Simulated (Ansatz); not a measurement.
Input file for `C=CN[SiH2]S`:

```yaml
crystal:
  periodic: [false, false, false]
  atoms:
    - {symbol: C, position_ang: [-0.595011, 1.700345, 1.504194]}
    - {symbol: C, position_ang: [-0.457417, 0.503859, 0.936694]}
    - {symbol: N, position_ang: [0.632015, 0.060260, 0.206599]}
    - {symbol: Si, position_ang: [0.665584, -1.358782, -0.768239]}
    - {symbol: S, position_ang: [0.310291, -1.060723, -2.856117]}
    - {symbol: H, position_ang: [-1.482824, 1.931148, 2.075188]}
    - {symbol: H, position_ang: [0.167245, 2.467593, 1.422354]}
    - {symbol: H, position_ang: [-1.243913, -0.239420, 1.041801]}
    - {symbol: H, position_ang: [1.361174, 0.750375, 0.094572]}
    - {symbol: H, position_ang: [-0.360146, -2.253941, -0.183823]}
    - {symbol: H, position_ang: [2.025031, -1.945624, -0.749320]}
    - {symbol: H, position_ang: [-0.945130, -0.610190, -2.689905]}
basis:
  gaussian: {orbitals: def2-SVP}
correlation: {method: ccsd_t}
```

```sh
$ ansatz run in.yaml --threads 4 --pin off --events-out ev --progress --plain
```

The program prints (abridged):

```
Functional definition: HF
1123 factors; integrals over basis functions are off by at most 1.4e-3 eV
mean field evaluation 1: about -22322.3627 eV, gradient 3.1e1 eV
mean field evaluation 2: about -22322.3690 eV, gradient 3.1e1 eV
mean field evaluation 4: about -22325.3021 eV, gradient 3.3e0 eV
mean field evaluation 8: about -22325.3434 eV, gradient 4.6e-4 eV
mean field -22325.34342261 eV, -820.4412381196 hartree, gradient 2.5e-6 eV, S^2 0.000000; 0 other end points of the search recorded, 0 dependent functions left out
13 core orbitals not correlated: weight in the atoms' cores, before any rotation towards them, 1.000 or more for the frozen orbitals, at most 0.000 for the correlated occupied ones
reference -22325.34342261 eV, -820.4412381196 hartree; 15, 15 occupied and 85, 85 virtual orbitals, 1123 factors
second order -18.03396702 eV of doubles, -0.00000000 eV of singles
cycle   1  -19.05845611 eV  change    -1.0e0 eV  update   1.0e-1
cycle   2  -19.60421846 eV  change   -5.5e-1 eV  update   3.1e-2
cycle   3  -19.70751427 eV  change   -1.0e-1 eV  update   1.4e-2
cycle   4  -19.70497402 eV  change    2.5e-3 eV  update   3.7e-3
cycle   5  -19.70447969 eV  change    4.9e-4 eV  update   1.3e-3
cycle   6  -19.70442591 eV  change    5.4e-5 eV  update   4.1e-4
cycle   7  -19.70430476 eV  change    1.2e-4 eV  update   1.3e-4
cycle   8  -19.70432306 eV  change   -1.8e-5 eV  update   5.4e-5
cycle   9  -19.70432433 eV  change   -1.3e-6 eV  update   2.1e-5
perturbative correction -0.62682155 eV, -0.0230352670 hartree
Total energy: -22345.67456849 eV, -821.1883939497 hartree
```

Hardware: 4 threads of a server CPU on a shared host. Wall time 6 s, peak host memory 0.55 GiB.

Correlation energy per correlated electron: -0.678 eV. T1 diagnostic: 0.0116.
